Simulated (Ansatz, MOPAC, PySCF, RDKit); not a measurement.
SiH4 (SMILES [SiH4]) and PH3 (SMILES P) are pulled apart as rigid monomers along the line of their centres of mass, from the B3LYP-D3(BJ)/def2-TZVP minimum. Starting geometry (charge 0, multiplicity 1):
```xyz
9

Si    -0.13345     0.05216     0.16521
H     -1.49453    -0.35410     0.58002
H     -0.06495     0.10308    -1.31344
H      0.85175    -0.93032     0.66900
H      0.17409     1.39002     0.71759
P     -0.32522    -0.08998     4.27361
H      0.84742     0.27936     3.56648
H     -0.56263    -1.22366     3.45491
H     -1.16045     0.75117     3.49497
```

Interaction energies with rigid monomers; basis-set methods are counterpoise corrected unless marked otherwise.

Rows in 6-31G* carry no dispersion term and start afresh at each structure (6-31G* with six Cartesian d functions). The state that PM7 reach isn't checked; PM7 holds dispersion and hydrogen-bond terms.

Run with Ansatz (an electronic-structure program) with Gaussian orbitals; MOPAC for PM7 (differences of heats of formation); PySCF for 6-31G* rows, the dispersion terms; RDKit for the force fields. Each number belongs to the level named beside it.

```tsv
Si1···P6 (Å)	MMFF94 (meV)	PM7 (meV)	HF/6-31G* (meV)	r2SCAN-D4/def2-TZVPPD (meV)	M06-2X/6-31G* (no counterpoise) (meV)
3.70	104.6	1051.4	152.2	___	-47.0
4.12	-3.7	316.1	42.7	-41.7	-64.4
4.73	-18.2	-14.5	___	-30.3	-32.9
5.76	-6.7	-8.5	-0.1	-9.9	-8.1
7.41	-1.1	-1.1	0.0	-1.7	-0.1
```

Problem. Complete the blanks.

Solution. 
- 3.70, r2SCAN-D4/def2-TZVPPD (meV): -2.4
- 4.73, HF/6-31G* (meV): 5.4
